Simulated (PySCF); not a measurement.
Members of one series of related molecules.

All values: PBE0/pcSseg-1 (PySCF) at GFN2-xTB geometries, gas phase, one conformer each.

Problem. Rank by HOMO energy, lowest first.
A. `C[C@@H]1OC(C)(C)C[C@@H]1F`
B. `CC(O[C@H](C)CF)(C)C`
C. `O(C)C(C)(O[C@@H](CF)C)C`
D. `C/C(=C\F)OC(C)(C)C`

Solution. C (-7.52 eV), B (-7.38 eV), A (-7.22 eV), D (-6.25 eV).

Problem. Rank by the highest Hirshfeld charge on any atom, highest value first.
A. `C[C@@H]1OC(C)(C)C[C@@H]1F`
B. `C/C(=C\F)OC(C)(C)C`
C. `C[C@H](CF)OC(C)(C)[SiH3]`
D. `CC(C)(O[C@H](C)CF)OC`

Solution. C (+0.300 e), D (+0.155 e), B (+0.103 e), A (+0.091 e).

Problem. Rank by LUMO energy, lowest first.
A. `C[C@@H]1OC(C)(C)C[C@@H]1F`
B. `COC(C)(C)O[C@H](C)CF`
C. `C[C@H](CF)OC(C)(C)[SiH3]`
D. `C(C)(C)(O/C(C)=C/F)C`

Solution. C (0.72 eV), D (1.08 eV), A (1.25 eV), B (1.46 eV).

All values together:

```tsv
SMILES	change	formula	μ (D)	HOMO (eV)	LUMO (eV)	lowest IAO charge (e)	highest IAO charge (e)	lowest Hirshfeld charge (e)	highest Hirshfeld charge (e)
C[C@H](CF)OC(C)(C)C	parent	C7H15FO	1.85	-7.38	1.23	-0.435 (C)	+0.246 (C)	-0.130 (C)	+0.097 (C)
C/C(=C\F)OC(C)(C)C	C-C bond made double	C7H13FO	2.30	-6.25	1.08	-0.433 (C)	+0.239 (C)	-0.127 (C)	+0.103 (C)
C[C@@H]1OC(C)(C)C[C@@H]1F	ring closed by a new C-C bond	C7H13FO	1.39	-7.22	1.25	-0.437 (C)	+0.236 (C)	-0.145 (O)	+0.091 (C)
C[C@H](CF)OC(C)(C)[SiH3]	C replaced by Si	C6H15FOSi	1.55	-7.54	0.72	-0.433 (C)	+0.611 (Si)	-0.129 (C)	+0.300 (Si)
COC(C)(C)O[C@H](C)CF	O inserted into a C-C bond	C7H15FO2	1.90	-7.52	1.46	-0.438 (C)	+0.403 (C)	-0.139 (O/C)	+0.155 (C)
```

Conformers: `[CH3:1][C@H:2]([CH2:3][F:4])[O:5][C:6]([CH3:7])([CH3:8])[CH3:9]` with C1–C2–C3–F4 67°, C1–C2–O5–C6 -124°; `[CH3:1]/[C:2](=[CH:3]\[F:4])[O:5][C:6]([CH3:7])([CH3:8])[CH3:9]` with C1–C2–O5–C6 180°; `[CH3:1][C@@H:2]1[O:3][C:4]([CH3:5])([CH3:6])[CH2:7][C@@H:8]1[F:9]` with C1–C2–O3–C4 -115°, C2–O3–C4–C5 -146°, O3–C4–C7–C8 32°, C4–C7–C8–F9 94°; `[CH3:1][C@H:2]([CH2:3][F:4])[O:5][C:6]([CH3:7])([CH3:8])[SiH3:9]` with C1–C2–C3–F4 66°, C1–C2–O5–C6 -119°, C2–O5–C6–C7 -63°; `[CH3:1][O:2][C:3]([CH3:4])([CH3:5])[O:6][C@H:7]([CH3:8])[CH2:9][F:10]` with C1–O2–C3–C4 -50°, O2–C3–O6–C7 58°, C3–O6–C7–C8 -128°, O6–C7–C9–F10 -83°.

Problem. Give the shifts from the parent, `C[C@H](CF)OC(C)(C)C`.

Solution. 
```tsv
SMILES	change in μ (D)	change in HOMO (eV)	change in LUMO (eV)
C/C(=C\F)OC(C)(C)C	+0.45	+1.13	-0.15
C[C@@H]1OC(C)(C)C[C@@H]1F	-0.46	+0.16	+0.02
C[C@H](CF)OC(C)(C)[SiH3]	-0.30	-0.16	-0.51
COC(C)(C)O[C@H](C)CF	+0.05	-0.14	+0.23
```
